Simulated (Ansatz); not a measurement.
Relaxation of C$_{2}$H$_{3}$BINO (9 atoms, charge 0, multiplicity 1), to a largest force component of 0.015 eV/Å in at most 40 steps.

Method: RKS B3LYP/def2-SVP in Ansatz 0.2.0.

```xyz
9
Properties=species:S:1:pos:R:3:forces:R:3
N 0.734 -1.767 0.101 -0.59 5.14 -2.33
C 0.243 -0.386 -0.116 -0.92 -1.20 1.90
C -0.653 0.421 0.527 -1.59 -0.23 2.90
B -0.281 1.547 -0.445 -0.88 -1.15 0.78
I -1.025 3.598 -0.781 0.71 -1.04 -0.07
O 0.556 0.622 -1.080 3.27 -0.78 -3.33
H 1.408 -2.144 -0.558 -0.17 -0.17 0.31
H 0.352 -2.264 0.881 -0.12 -0.23 0.26
H -1.246 0.326 1.455 0.30 -0.34 -0.44
```

**Question.** Where does it end, and by what steps?

**Answer.** The forces met the threshold. After 10 steps the energy has fallen by 1.366 eV; I5 moved furthest, 0.43 Å.

| step | energy less start (eV) | largest force component (eV/Å) | accepted |
| --- | --- | --- | --- |
| 0 | 0.0000 | 5.141 | yes |
| 1 | -1.0492 | 2.751 | yes |
| 2 | -1.1168 | 2.211 | yes |
| 3 | -1.1757 | 1.585 | yes |
| 4 | -1.3455 | 0.634 | yes |
| 5 | -1.3571 | 0.343 | yes |
| 6 | -1.3628 | 0.171 | yes |
| 7 | -1.3651 | 0.058 | yes |
| 8 | -1.3654 | 0.051 | yes |
| 9 | -1.3653 | 0.040 | no |
| 10 | -1.3655 | 0.005 | yes |

```xyz
9
Properties=species:S:1:pos:R:3
N 0.697 -1.574 0.028
C 0.163 -0.349 -0.001
C -0.739 0.417 0.705
B -0.350 1.410 -0.360
I -0.729 3.401 -1.019
O 0.578 0.505 -1.021
H 1.372 -1.838 -0.679
H 0.436 -2.238 0.744
H -1.340 0.219 1.585
```

Run time: 36 s on 2 threads of Intel(R) Xeon(R) Platinum 8488C (Sapphire Rapids), with other jobs on the host, peak memory 0.3 GiB.
